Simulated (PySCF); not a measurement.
Relaxation of quintet RhH₂⁺

Level of theory: PySCF, UPBE0, basis Rh def2-TZVP with ECP28, H def2-TZVP (scalar-relativistic core potentials, no spin–orbit coupling, density fitting). A (50,194) grid was used.

A hand-made linear start, of D∞h symmetry, held to at least that symmetry:

```xyz
3
charge 1 multiplicity 5, angstrom
Rh    0.0000    0.0000    0.0000
H     0.0000    0.0000    1.5386
H     0.0000    0.0000   -1.5386
```

Optimiser trace:
```
step  E − E(last) (kJ/mol)  largest gradient (Eh/bohr)
   0                 46.18                     0.05285
   1                 15.21                     0.02666
   2                  2.01                     0.00854
   3                  0.13                     0.00205
   4                  0.00                     0.00023
   5                  0.00                     0.00000
```

It ends at D∞h with Rh–H 1.746 Å (×2); H–Rh–H 180.0°. A frequency run shows a minimum. Other isomers or separated fragments may lie lower.

With open d or f shells other occupations or spin states may lie lower. At this level a triplet minimum of C2v symmetry lies 332 kJ/mol below this structure.
